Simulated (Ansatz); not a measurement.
Ansatz results at the PBE0-D4/def2-TZVP geometry: HOMO energy (PBE/def2-TZVPP) -6.63 eV; HOMO–LUMO gap (ωB97M-V/def2-TZVPP) 11.51 eV; HOMO–LUMO gap (B3LYP/def2-TZVPP) 7.15 eV.

Each molecule was computed in one conformer, which needn't be the lowest.

Task: Which molecule gave them?
A. `[SiH3]S[SiH2]Cl`
B. `CN([SiH2]F)[SiH2]F`
C. `CO[SiH](O)[SiH](O)O`
D. `O[SiH](O)[CH2][GeH3]`

Result: A. The others give `CN([SiH2]F)[SiH2]F`: -6.72, 12.41, 7.99; `CO[SiH](O)[SiH](O)O`: -5.87, 10.83, 6.66; `O[SiH](O)[CH2][GeH3]`: -6.95, 12.53, 8.31.

B3LYP here is the variant with VWN-RPA as its local correlation; programs differ in this.
